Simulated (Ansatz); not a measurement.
A run for Ansatz (a quantum-chemistry and plane-wave program): FCI/def2-SVP on H3In (SMILES [InH3]), a point of a bond scan (R = 2.336 Å). Elements past Kr take the def2 small-core potentials; no spin–orbit coupling. The run froze 9 orbitals, filled d shells among them.

Ansatz 0.2 input:
```yaml
crystal:
  periodic: [false, false, false]
  atoms:
    - {symbol: In, position_ang: [-0.00000000, 0.00000000, 0.00000000]}
    - {symbol: H, position_ang: [0.92697561, -0.64041102, 2.04662979]}
    - {symbol: H, position_ang: [-0.39135161, 1.66043977, -0.29090875]}
    - {symbol: H, position_ang: [-0.29529699, -1.18606124, -1.22511332]}
basis:
  gaussian:
    orbitals: def2-SVP
magnetization: {spin_polarized: false}
correlation: {method: fci, electrons: outside_noble_gas}
```

The head of its log:

```
WARN ansatz: RAYON_NUM_THREADS=1 ignored (pool sized by the plan → 1); use --threads N
Functional definition: HF
integrals: 0.02 GiB planned
867 factors; integrals over basis functions are off by at most 1.3e-7 eV
mean field: 0.10 GiB planned
mean field evaluation 1: about -5193.1406 eV, gradient 9.0e0 eV
mean field evaluation 2: about -5193.1453 eV, gradient 9.0e0 eV
mean field evaluation 4: about -5193.6322 eV, gradient 8.8e-1 eV
mean field evaluation 8: about -5193.6352 eV, gradient 2.6e-4 eV
mean field -5193.63523244 eV, -190.8625744196 hartree, gradient 1.5e-6 eV, S^2 0.000000; 0 other end points of the search recorded, 0 dependent functions left out
9 core orbitals not correlated
reference -5193.63523244 eV, -190.8625744196 hartree; 3, 3 occupied and 29, 29 virtual orbitals, 867 factors
```

Question: Give the final energy of this run.

Answer: -190.9635 hartree.
